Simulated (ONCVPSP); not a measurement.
# Varying the ONCV potential for B (Z = 5)

Base potential:

```
Element                 : B (Z = 5)
Generator               : ONCVPSP 4.0.1
Type                    : optimised norm-conserving Vanderbilt (ONCV)
Functional              : LDA (Perdew-Wang 92)
Relativity              : scalar-relativistic
Frozen core             : [He]
Valence charge          : 3
Reference configuration : 2s1.75 2p1.25
Partial waves           : 2s: rc 1.20 bohr, ncon 3, nbas 7, qcut 6.6 1/bohr, 2 projectors, debl 0.8 Ha; 2p: rc 2.75 bohr, ncon 4, nbas 8, qcut 5.8 1/bohr, 2 projectors, debl 3.7 Ha; d scattering state at 0.08 Ha: rc 2.50 bohr, ncon 4, nbas 7, qcut 3.9 1/bohr, 2 projectors, debl 2.9 Ha
Local potential         : polynomial inside 0.85 bohr (lpopt 2, dvloc0 3 Ha)
Core correction         : none
```

Cutoffs, loose and tight: the cutoffs (Ha) at which the residual kinetic energy of the hardest occupied pseudo-wave falls to 1 and 0.1 mHa per electron. They do not see the model core or the augmentation charge, which bear on the density cutoff. Test errors are all-electron minus pseudo excitation energies from the reference, over the configurations 2s2 2p1; 2s2 2p0; 2s1 2p0; 2s1 2p1. A dash means not determined; rows that change the core or the reference have their own tests.

A true bound ghost makes a file unfit for plane-wave use even where its test errors are small: the radial tests pick states by their node count and pass the ghost by.

| change | outcome | cutoff, loose | cutoff, tight | bound ghosts | GHOST(+) flags above zero | largest test error (meV) |
| --- | --- | --- | --- | --- | --- | --- |
| base | generated | 13 Ha | 17 Ha | none | none | +233 |
| d: rc 2.46 | generated | 13 Ha | 17 Ha | none | none | +233 |
| functional PBE | generated | 13 Ha | 17 Ha | none | none | +206 |
| s: qcut 7.4 | generated | 14 Ha | 18 Ha | none | none | +233 |
| local potential polynomial inside 0.85 bohr (lpopt 2, dvloc0 9.5 Ha) | generated | 13 Ha | 17 Ha | none | none | +233 |
| d: nproj 3 | generated | 13 Ha | 17 Ha | none | none | +233 |
| d: ncon 3, nbas 6 | generated | 13 Ha | 17 Ha | d | none | +233 |

(1) What comes out with this change to the base: p: rc 3.8?

(2) What comes out with this change to the base: core correction Teter function, fcfact 3.25, rcfact 1.4?

(3) What comes out with this change to the base: reference 2s2; wave 2p: rc 2.75 bohr, ncon 4, nbas 8, qcut 5.8 1/bohr, 2 projectors, debl 3.7 Ha becomes p scattering state at 0.41 Ha: rc 2.75 bohr, ncon 4, nbas 8, qcut 5.8 1/bohr, 2 projectors, debl 3.7 Ha?

## Answers

(1) outcome: failed: ERROR pspot: first pseudo wave function has node, program will stop. Cause: the optimised pseudo-wave of the first projector has a node, so the radial equation cannot be inverted for a potential.

(2) outcome: generated; cutoff, loose: 13 Ha; cutoff, tight: 17 Ha; bound ghosts: none; GHOST(+) flags above zero: none; largest test error (meV): +184.

(3) outcome: generated, projector energies reset by the program; cutoff, loose: 14 Ha; cutoff, tight: 18 Ha; bound ghosts: none; GHOST(+) flags above zero: none; largest test error (meV): +88.
